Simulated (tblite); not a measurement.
C5H9ClFSi (doublet state).
Geometry (GFN2-xTB, Å), atoms numbered from 1 in this order:
```xyz
17
C5H9ClFSi angstrom
C      2.432   -0.004    0.801
C      1.196   -0.646    0.271
C      0.144    0.023   -0.252
Si     0.019    1.852   -0.437
C     -1.051   -0.778   -0.676
Cl    -1.551   -0.328   -2.347
C     -2.245   -0.619    0.258
F     -2.557    0.698    0.468
H      2.865   -0.611    1.594
H      2.215    0.989    1.191
H      3.183    0.098    0.015
H      1.173   -1.728    0.307
H     -1.140    2.452   -1.055
H      1.260    2.604   -0.508
H     -0.812   -1.845   -0.723
H     -3.139   -1.099   -0.153
H     -2.000   -1.044    1.238
```

Computed with GFN2-xTB (tblite): harmonic, unscaled wavenumbers at the GFN2-xTB geometry, gas phase. The method is semi-empirical: single wavenumbers can be off by several per cent or more. Modes of hydrogen on silicon can be 10 to 20 % off. One conformer, not necessarily the lowest. Open shells enter through the occupations alone, without spin polarisation, and single modes of such species can be off by tens of per cent.

Harmonic wavenumbers (cm⁻¹): 46.4, 63.2, 83.6, 119.1, 152.6, 162.8, 219.6, 241.0, 267.3, 292.4, 306.9, 418.7, 470.6, 538.4, 597.9, 678.7, 720.9, 746.6, 781.1, 932.6, 981.3, 1007.1, 1023.3, 1068.5, 1119.9, 1171.3, 1196.8, 1213.1, 1242.7, 1318.6, 1325.8, 1402.4, 1428.8, 1476.7, 1480.2, 1564.6, 2357.1, 2435.3, 2926.4, 2939.8, 2955.5, 2967.1, 3015.6, 3021.0, 3034.9.

A = 1781, B = 954.1, C = 913.8 MHz; mass 151.015 u (most abundant isotopes); point group C1, symmetry number 1; spin multiplicity 2.

Task: What is the zero-point energy?

Result: ½Σν̃ = 26757 cm⁻¹ = 76.50 kcal/mol.

Task: Give the ideal-gas entropy at 350 K and 1 bar in the rigid-rotor, harmonic-oscillator model (classical rotation).

Result: Translation 41.77, rotation 30.19, vibration 39.63, spin (R ln 2) 1.38: S = 113.0 cal/(mol K).

Task: And Cp and H(350 K) − H(0)?

Result: Cp = 44.28 cal/(mol K), of which vibrations give 36.33 (their classical limit is 45 R = 89.4); H(350 K) − H(0) = 9.78 kcal/mol without the zero-point energy, 7.00 from vibrations.

Task: Blend soft modes into free rotors: weight 1/[1 + (100 cm⁻¹/ν̃)⁴] for the oscillator and the rest for a rotor with moment μB/(μ + B), μ = h/(8π²ν), B = 10⁻⁴⁴ kg m². What vibrational entropy results?

Result: 36.26 cal/(mol K) in place of 39.63, which changes −T·S at 350 K by +1.18 kcal/mol.

Task: What must be added to the electronic energy to get the Gibbs energy at 350 K and 1 bar?

Result: ZPE + [H(350 K) − H(0)] − T·S = 76.50 + 9.78 − 39.54 = 46.74 kcal/mol.

Task: How do the functions run with temperature in this model?

Result: 
| T (K) | S (cal/(mol K)) | Cp (cal/(mol K)) | H − H(0) (kcal/mol) | G − H(0) (kcal/mol) | ln q(vib) |
| --- | --- | --- | --- | --- | --- |
| 150 | 83.8 | 26.8 | 2.64 | -9.92 | 3.76 |
| 250 | 99.6 | 35.8 | 5.78 | -19.12 | 6.92 |
| 298.15 | 106.2 | 39.9 | 7.60 | -24.07 | 8.36 |
| 400 | 119.1 | 48.2 | 12.10 | -35.56 | 11.30 |
| 600 | 141.2 | 60.8 | 23.08 | -61.66 | 16.65 |
| 900 | 168.4 | 72.9 | 43.30 | -108.26 | 23.85 |

q(vib) and H(0) count from the zero-point level.

Task: Which modes carry the vibrational entropy at 350 K?

Result: 46.4 cm⁻¹: 5.28; 63.2 cm⁻¹: 4.67; 83.6 cm⁻¹: 4.12; 119.1 cm⁻¹: 3.43; 152.6 cm⁻¹: 2.95; 162.8 cm⁻¹: 2.82 cal/(mol K); the other 39 give 16.37 together.

Hindered rotation and anharmonicity are outside this model. Other conformers, if any are populated, would add a mixing term that is left out. The structure is chiral; the term R ln 2 for an equal mix with its mirror image is left out.

On an Arm Neoverse V1 with one thread (shared host), this took 0.79 s of wall time. This covers the Hessian and the dipole derivatives.
